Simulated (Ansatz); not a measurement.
C2H7GaSi can be A, `C1[CH2][GaH][SiH2]1`, or B, `[SiH3]/C=[CH]\[GaH2]`.

Gas-phase electronic energies from Ansatz, PBE0-D4/def2-TZVP geometries. CBS: MP2 limit from def2 TZ/QZ plus the TZ coupled-cluster correction, frozen cores. Functionals use def2-TZVPP. B3LYP here is the variant with VWN-RPA as its local correlation; programs differ in this. For Ga outer-core shells are correlated without core-valence functions, which leaves a few kJ/mol of doubt a bond. Scalar relativity is left out up to krypton.

Question: Which is lower in electronic energy at CCSD(T)/CBS, and by how much? (Estimate.)

Answer: Computed: A, by 40.5 kJ/mol.

Question: Give E(B) − E(A) in kJ/mol with CCSD(T)/def2-TZVPP, ωB97M-V, MP2/def2-TZVPP, HF/def2-TZVPP, PBE-D4, PBE0-D4, B3LYP-D4. (Best estimate.)

Answer: The calculation gave: CCSD(T)/def2-TZVPP 37.5, ωB97M-V 43.5, MP2/def2-TZVPP 45.4, HF/def2-TZVPP 13.1, PBE-D4 59.4, PBE0-D4 61.6, B3LYP-D4 35.5. None reverses the order clearly.

Largest T1 diagnostic: 0.013.

In def2-TZVPP, CCSD(T) changes the Hartree–Fock value by +24.4 kJ/mol (the triples alone add +0.3 kJ/mol) and MP2 by +32.3 kJ/mol.
